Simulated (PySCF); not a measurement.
SMILES C[CH2][GeH]([NH2])[CH2]C, GFN2-xTB optimised geometry. Atoms within 1.6 Å of the plane z = 0.0 Å (x, y, z in Å): Ge1 (-0.53, -0.12, 0.00), N2 (-1.28, 1.55, 0.00), C3 (-1.30, -1.07, -1.57), C4 (-2.82, -1.11, -1.54), C5 (1.48, -0.12, 0.00), C6 (2.08, -1.50, 0.18), H7 (-1.03, -0.71, 1.30), H8 (-1.02, 2.16, 0.77), H9 (-1.17, 2.08, -0.86), H12 (-3.22, -0.10, -1.51), H14 (-3.17, -1.64, -0.66), H15 (1.83, 0.32, -0.94), H16 (1.83, 0.54, 0.80), H17 (1.79, -2.16, -0.64), H18 (3.17, -1.45, 0.21), H19 (1.73, -1.95, 1.11).

Method: B3LYP/def2-SVP in PySCF 2.14.0. Cells within 0.4 Å of a nucleus heavier than hydrogen are left out (blank, or x).

Map of the electrostatic potential (hartree/e), clipped to [-0.08, 0.12] on the plane z = 0.0 Å:

```
|3333333444444444444444444444444|
|3333333444444444444444444444444|
|3333333344444444444444444444444|
|3333333344444444444444444444444|
|3333333334444444444444444444444|
|3333333333444444444444444444444|
|3333333333445554444444444444444|
|3333333223456554444444444444444|
|3333322222589854444444444444444|
|3333222102999964444444444444444|
|33332210029xx984344444444444444|
|33332210029xx995444444433444444|
|3333221000999999755654433344444|
|3333221101599999999997443344444|
|3333322223899999999999644444444|
|3333332335999xx999xxx9744444444|
|3333333346999xx9999x99854444444|
|3333333445999999999999987544444|
|3333345555699999989999999954444|
|33334688545689997799xx999964444|
|333346985444566656999x999954444|
|3333456644444455456999986544444|
|3333444444444444445688644444444|
|3333344444444444444444443333444|
|3333333333344444444444333333344|
|3333333333344444444333333333334|
|3333333333344444444333333333334|
|3333333333334444444333333333334|
|3333333333334444444333333333334|
|3333333333333444444333333333334|
|3333333333333344443333333333334|
```
Scale: ten equal steps from -0.080 (start of '0') to 0.120 (end of '9'), in the order '0123456789'; x runs from -5.50 to 5.50, y from -5.50 (bottom) to 5.50 (top).
